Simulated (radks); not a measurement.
The numbers below are computed, except where a source is named.
Species: Be+. Configuration: [He] 2s1. Code: a radial shooting solver on a logarithmic mesh with Libxc functionals. Model: non-relativistic Kohn-Sham, PBEsol, spin-polarised, spherical densities, point nucleus; open shells are filled with parallel spins first.

Radial electron density D(r) = 4 pi r^2 rho(r):

r (bohr)  D(r) (e/bohr)  spin D(r)
0.03184          0.3456    0.00951
0.0392           0.4941     0.0136
0.04826          0.6968     0.0191
0.05942          0.9666     0.0264
0.07258           1.299     0.0353
0.08936           1.725     0.0465
0.11              2.223     0.0591
0.1355            2.762     0.0718
0.1668            3.284     0.0824
0.2037            3.688     0.0875
0.2508            3.906     0.0840
0.3088            3.828     0.0689
0.3802            3.416     0.0434
0.4681            2.723     0.0149
0.5717            1.932   -0.00119
0.7039            1.175     0.0136
0.8667           0.6520     0.0769
1.067            0.4170      0.192
1.314            0.4049      0.338
1.617            0.4726      0.459
1.976            0.4887      0.487
2.432            0.3998      0.400
2.995            0.2441      0.244
3.687            0.1076      0.108
4.54            0.03296     0.0330
5.545          0.006989    0.00699
6.827         0.0008167   0.000817

D(r) has 2 maxima, at r = 0.265, 1.85 bohr, and minima at 1.19 bohr, inside which lie 2.06 electrons.
